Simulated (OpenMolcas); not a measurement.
**How methods differ on InN2H5 (SMILES [NH2][InH][NH2])**

InN2H5: 8 atoms, total charge 0, spin state singlet. SMILES: `[NH2][InH][NH2]`. The shape is that of a PBE0-D4/def2-TZVP optimisation.

```xyz
8

N    -0.9697    0.8580   -1.1270
In    0.2480    0.5648    0.4555
N     0.7427   -1.3752    0.7096
H    -1.4821    0.0768   -1.5066
H    -1.5382    1.6892   -1.1718
H     0.7990    1.8192    1.4675
H     1.5709   -1.6147    1.2318
H     0.6295   -2.0181   -0.0590
```

Each level gives the energy change with the N1–In2 bond stretched from 2.018 to 3.633 Å (eV). The values are calculated.

| level | kind | program | value (eV) | less CCSD(T)/def2-SVP |
| --- | --- | --- | --- | --- |
| HF/def2-SVP (core potential) (unrestricted) | Hartree–Fock | OpenMolcas | 2.15 | -0.85 |
| BLYP/def2-SVP (core potential) (restricted) | GGA | OpenMolcas | 3.11 | +0.11 |
| M06-L/def2-SVP (core potential) (restricted) | meta-GGA | OpenMolcas | 3.52 | +0.52 |
| r2SCAN/def2-SVP (core potential) (restricted) | meta-GGA | OpenMolcas | 3.70 | +0.70 |
| B3LYP/def2-SVP (core potential) (restricted) | global hybrid | OpenMolcas | 3.63 | +0.63 |
| BHLYP/def2-SVP (core potential) (restricted) | global hybrid | OpenMolcas | 4.25 | +1.25 |
| M06-2X/def2-SVP (core potential) (restricted) | hybrid meta-GGA | OpenMolcas | 4.21 | +1.21 |
| CCSD(T)/def2-SVP (core potential) (restricted) | coupled cluster or CI | OpenMolcas | 3.00 | 0.00 |

CCSD(T)/def2-SVP (core potential) (restricted) is the highest level here, not the true value. At this stretch a single reference begins to fail. The first shape isn't each level's own minimum. The values span 2.15 to 4.25 eV. Spin contamination of the reference (⟨S²⟩ at least 0.1 too high) touches HF/def2-SVP. In the correlated wave-function rows the outer d shell of In is correlated, in sets not made for it.
